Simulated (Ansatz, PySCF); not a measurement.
C4H5BO, SMILES C#CB1COC1. Atoms are numbered in the order given.

```xyz
11

C      0.0000     0.0000     2.8837
C      0.0000     0.0000     1.6594
B      0.0000     0.0000     0.1550
C      0.0000    -1.0619    -1.0146
O      0.0000     0.0000    -1.9967
C      0.0000     1.0619    -1.0146
H      0.0000     0.0000     3.9596
H     -0.8919    -1.7155    -1.0992
H      0.8919    -1.7155    -1.0992
H      0.8919     1.7155    -1.0992
H     -0.8919     1.7155    -1.0992
```
Charge 0, spin multiplicity 1.

The structure is a stationary point at r2SCAN-D4/def2-SVP. The structure was generated by enumeration, and PubChem lists no compound with its InChIKey, so it may never have been made.

Two levels are set side by side: PBE-D3(BJ)/def2-SVP (Ansatz, an electronic-structure program) and r2SCAN-D4/def2-SVP (Ansatz). Each level has its own optimised geometry; the coordinates shown are those of the second. Frequencies come from the Hessian of PySCF at each geometry. Differences are taken from unrounded values.

```
quantity                            r2SCAN-D4  PBE-D3(BJ)  PBE-D3(BJ) minus r2SCAN-D4
----------------------------------  ---------  ----------  --------------------------
mean bond length (Å)                    1.299       1.305                       0.006
bond C1–C2 (Å)                          1.224       1.233                       0.008
bond C2–B3 (Å)                          1.504       1.505                       0.000
bond B3–C4 (Å)                          1.580       1.584                       0.004
bond B3–C6 (Å)                          1.580       1.584                       0.004
bond C4–O5 (Å)                          1.446       1.450                       0.004
bond O5–C6 (Å)                          1.446       1.450                       0.004
bond C1–H7 (Å)                          1.076       1.082                       0.007
bond C4–H8 (Å)                          1.109       1.117                       0.008
bond C4–H9 (Å)                          1.109       1.117                       0.008
bond C6–H10 (Å)                         1.109       1.117                       0.008
bond C6–H11 (Å)                         1.109       1.117                       0.008
highest harmonic wavenumber (cm⁻¹)       3460        3391                         -69
mean harmonic wavenumber (cm⁻¹)          1287        1255                         -33
zero-point energy (kcal/mol)            49.69       48.42                       -1.27
```
